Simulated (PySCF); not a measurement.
Si(H)(Cl)2(Me) (CH₄Cl₂Si), SMILES C[SiH](Cl)Cl.

Coordinates come from a B3LYP-D3(BJ)/def2-SVP optimisation.

The numbers are results of PySCF 2.14.0 with TDA-M06-2X/def2-SVPD, not measurements.

Vertical excitations. Isolated molecule, no solvent. State labels are in the subgroup Cs.

**Question.** Estimate the UV-visible absorptions. (Estimate from the structure and the level; the computed values follow.)

**Answer.** 
| state | symmetry | energy (eV) | λ (nm) | f | main pairs |
|---|---|---|---|---|---|
| S1 | A' | 7.71 | 161 | 0.018 | HOMO→LUMO+1 72 %, HOMO→LUMO 15 % |
| S2 | A" | 7.95 | 156 | 0.001 | HOMO→LUMO+2 73 % |
| S3 | A" | 8.10 | 153 | 0.035 | HOMO−1→LUMO+1 52 %, HOMO−1→LUMO 22 %, HOMO−3→LUMO+2 15 % |
| S4 | A" | 8.37 | 148 | 0.001 | HOMO−2→LUMO+1 58 %, HOMO→LUMO+2 14 %, HOMO−2→LUMO 13 % |
| S5 | A' | 8.40 | 148 | 0.036 | HOMO−3→LUMO+1 36 %, HOMO−1→LUMO+2 34 %, HOMO−3→LUMO 12 % |
| S6 | A' | 8.51 | 146 | 0.111 | HOMO→LUMO 65 %, HOMO→LUMO+1 17 % |
| S7 | A' | 8.72 | 142 | 0.004 | HOMO−1→LUMO+2 49 %, HOMO−3→LUMO+1 35 % |
| S8 | A' | 8.89 | 139 | 0.064 | HOMO−2→LUMO+2 58 %, HOMO→LUMO+3 20 % |
| S9 | A" | 8.92 | 139 | 0.002 | HOMO−1→LUMO 51 %, HOMO−1→LUMO+1 27 %, HOMO−3→LUMO+2 8 % |
| S10 | A' | 9.09 | 136 | 0.100 | HOMO→LUMO+3 53 %, HOMO−2→LUMO+2 15 %, HOMO−3→LUMO 13 % |
| T1 | A' | 7.39 | 168 | 0 | HOMO→LUMO+1 67 %, HOMO→LUMO 15 % |
| T2 | A" | 7.59 | 163 | 0 | HOMO→LUMO+2 40 %, HOMO−1→LUMO+1 24 %, HOMO−2→LUMO+1 9 %, HOMO−1→LUMO 8 % |
| T3 | A" | 7.61 | 163 | 0 | HOMO−1→LUMO+1 37 %, HOMO→LUMO+2 21 %, HOMO−1→LUMO 13 %, HOMO−2→LUMO+1 7 % |
| T4 | A' | 7.90 | 157 | 0 | HOMO−3→LUMO+1 40 %, HOMO−1→LUMO+2 28 %, HOMO−3→LUMO 14 % |
Triplets are in the Tamm–Dancoff approximation.
